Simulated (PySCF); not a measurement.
## Exercise with solution: refractive index and permittivity of the vapour

C3H6ClFSi, SMILES F[SiH2]/C=C(/C)Cl.

Coordinates come from a B3LYP-D3(BJ)/def2-SVP optimisation. The structure was generated by enumeration; whether it is a known compound was not checked. Other conformers were not sampled.

CAM-B3LYP/def2-TZVP (PySCF) gives a mean static polarisability of 72.7 bohr³ and a dipole moment of 2.44 D. Take an ideal gas at 298.15 K and 1 bar, whether or not the substance is that volatile.

**Question.** Work out n − 1 in the optical limit and the static ε − 1.

**Answer.** 
Polarisability volume α' = 72.7 × 0.148185 = 10.77 Å³. Number density N = p/kT = 2.43e-5 Å⁻³.
Dilute limit of Lorentz–Lorenz: n − 1 = 2π N α' = 0.0016.
Orientation term of Debye: μ²/(3kT) = 8.098 Å³ × μ²(D²) = 48.21 Å³.
ε − 1 = 4π N (α' + μ²/3kT) = 0.018. Orientation of the dipole supplies 82 % of the static response; it can't follow optical fields. Vibrational polarisation and dispersion are left out.
